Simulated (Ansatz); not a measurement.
BGeH6N, SMILES `N[BH][GeH3]`. The species carries charge 0 and has multiplicity 1. Correlated methods include outer-core shells of Ge, which these sets cover unevenly. Scalar relativity is left out up to krypton.

Cartesian coordinates in Å:
```
N 0.193 -1.249 1.065
B -0.114 0.079 0.829
Ge -0.084 0.832 -1.093
H 0.440 -1.902 0.339
H 0.190 -1.658 1.985
H -0.395 0.768 1.768
H -1.460 1.380 -1.520
H 0.314 -0.244 -2.130
H 0.917 1.994 -1.243
```

(1) Give the diagnostics of a CCSD(T)/def2-TZVPP run (frozen core, Ansatz 0.2.0). (Estimate.)

## Answers

(1) The calculation gave: T1 = 0.0128, largest single amplitude 0.036, largest double 0.031, (T) share of the correlation energy 3.5 %, 9 CCSD cycles. The RHF solution is stable towards an unrestricted one. T1 lies under the customary mark of 0.02 for closed shells.
